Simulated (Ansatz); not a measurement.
Basis-set series for C$_{3}$H$_{10}$Ge (`CC[CH2][GeH3]`). Charge 0, multiplicity 1. All single points use the PBE0-D4/def2-TZVP geometry. It is one conformer, not always the lowest.

Cartesian coordinates in Å:
```
C 1.9346 0.4549 -0.6712
C 0.8041 0.0278 0.2512
C -0.5571 0.0609 -0.4310
Ge -2.0291 -0.4889 0.7389
H 1.7798 1.4747 -1.0343
H 2.9011 0.4245 -0.1621
H 1.9961 -0.2000 -1.5448
H 0.7892 0.6777 1.1333
H 1.0030 -0.9822 0.6267
H -0.5616 -0.5954 -1.3073
H -0.7770 1.0690 -0.7967
H -1.8018 -1.9297 1.2356
H -3.3757 -0.4319 -0.0054
H -2.1056 0.4386 1.9669
```

```csv
functional,basis,functions,energy (Eh),HOMO (eV),LUMO (eV)
PBE0-D4,def2-SVP,124,-2196.58045,-8.27,1.27
PBE0-D4,def2-QZVPP,560,-2197.02327,-8.26,0.51
ωB97M-V,def2-SVP,124,-2196.77393,-10.45,2.97
ωB97M-V,def2-QZVPP,560,-2197.22496,-10.45,1.75
```

(1) Give the rows for def2-TZVPP. (Estimate.)

## Answers

(1) The calculation gave: 
```tsv
functional	basis	functions	energy (Eh)	HOMO (eV)	LUMO (eV)
PBE0-D4	def2-TZVPP	281	-2196.97128	-8.26	0.84
ωB97M-V	def2-TZVPP	281	-2197.17392	-10.45	2.33
```

Positive LUMOs are unbound and depend on the basis. Scalar relativity is left out up to krypton.

Program: Ansatz 0.2.0.
